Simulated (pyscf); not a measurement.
**H₃C–Bi(CH₃)–OH, singlet**

Gas-phase minimum from PySCF at ωB97X-D3(BJ)/def2-SVP, one conformer. 

SMILES: [CH3][Bi]([CH3])[OH]
```xyz
11

C     -1.2792    -0.6240    -1.9821
Bi    -0.1473     0.2282    -0.2297
C     -0.0524     2.2598    -1.1999
O      1.7455    -0.4021    -0.8754
H     -2.2776    -0.1629    -2.0376
H     -0.7310    -0.4054    -2.9106
H     -1.3881    -1.7125    -1.8707
H     -1.0674     2.6788    -1.2816
H      0.5737     2.9379    -0.6023
H      0.3774     2.1601    -2.2077
H      1.8554    -0.2172    -1.8168
```

Bonded distances (Å): C1–Bi2 2.253, C1–H5 1.101, C1–H6 1.100, C1–H7 1.100, Bi2–C3 2.253, Bi2–O4 2.097, C3–H8 1.101, C3–H9 1.100, C3–H10 1.100, O4–H11 0.966. Bond angles (°): Bi2–C1–H5 109.6, Bi2–C1–H6 109.3, Bi2–C1–H7 110.2, H5–C1–H6 109.0, H5–C1–H7 109.3, H6–C1–H7 109.4, C1–Bi2–C3 91.6, C1–Bi2–O4 95.8, C3–Bi2–O4 95.8, Bi2–C3–H8 109.6, Bi2–C3–H9 110.2, Bi2–C3–H10 109.2, H8–C3–H9 109.3, H8–C3–H10 109.1 (the first ones only).

Properties at ωB97X-D3(BJ)/def2-SVP:

```json
{
  "harmonic_wavenumbers_unscaled": "63, 91, 145, 157, 174, 221, 496, 499, 570, 693, 712, 718, 802, 885, 1212, 1224, 1434, 1439, 1442, 1450, 3071, 3072, 3185, 3187, 3197, 3197, 3878 cm⁻¹",
  "zero_point_energy": "53.2 kcal/mol",
  "rotational_symmetry_number": "1",
  "Entropy of this conformer at 298 K and 1 atm, rigid rotor and harmonic oscillator, modes under 100 cm⁻¹ raised to 100": "372.2 J/(mol K)",
  "dipole_moment": "2.33 D"
}
```

Single-point totals, which compare only within one level:

```json
[
 {"level": "ωB97X-D3(BJ)/def2-TZVP", "total energy (hartree)": "-370.48755"},
 {"level": "PBE/def2-TZVP", "total energy (hartree)": "-370.18541"},
 {"level": "r²SCAN/def2-TZVP", "total energy (hartree)": "-370.36430"},
 {"level": "B3LYP-D3(BJ)/def2-TZVP", "total energy (hartree)": "-370.44998"},
 {"level": "PBE0-D3(BJ)/def2-TZVP", "total energy (hartree)": "-370.17632"},
 {"level": "M06-2X/def2-TZVP", "total energy (hartree)": "-370.13722"},
 {"level": "ωB97M-D3(BJ)/def2-TZVP", "total energy (hartree)": "-370.40000"}
]
```

Soft torsions are taken as harmonic, which can shift the entropy by several J/(mol K). Elements past Kr carry the def2 core potentials, without spin-orbit coupling.
